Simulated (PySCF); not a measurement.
# UHF on Ti⁺ (titanium, charge +1)

Configuration: [Ar] 3d2 4s1, high-spin 4F determinant. Computed with PySCF 2.14 in cc-pVDZ-DK (6s5p3d1f, 43 functions), with scalar relativity by spin-free X2C-1e.

| Item | Value |
| --- | --- |
| Total energy | -852.540151 hartree |
| One-electron energy | -1162.7063 hartree |
| Hartree (Coulomb) energy | 351.4509 hartree |
| Exchange energy | -41.2848 hartree |
| ⟨S²⟩ | 3.7523 |
| ⟨L²⟩ | 12.033 |
| Sum of ⟨r⟩ | 17.27 bohr |
| Sum of ⟨r²⟩ | 29.19 bohr² |
| Langevin diamagnetic susceptibility | -23.1 ×10⁻⁶ cm³/mol |
| Time after the integrals | 0.13 s of wall time on 1 thread of Neoverse-V1 (shared host) |

```tsv
shell	electrons	mean orbital energy (eV)	rms radius, mean of both spins (bohr)
1s α	1	-5025.3	0.0804
1s β	1	-5025.3	0.0804
2s α	1	-597.08	0.350
2s β	1	-596.03	0.350
2p α	3	-492.80	0.320
2p β	3	-491.82	0.320
3s α	1	-88.182	1.08
3s β	1	-84.367	1.08
3p α	3	-58.392	1.18
3p β	3	-53.958	1.18
3d α	2	-19.259	1.63
4s α	1	-13.043	3.50
```

Densities and radii are taken from the X2C orbitals without a picture-change correction, which distorts them close to the nucleus.
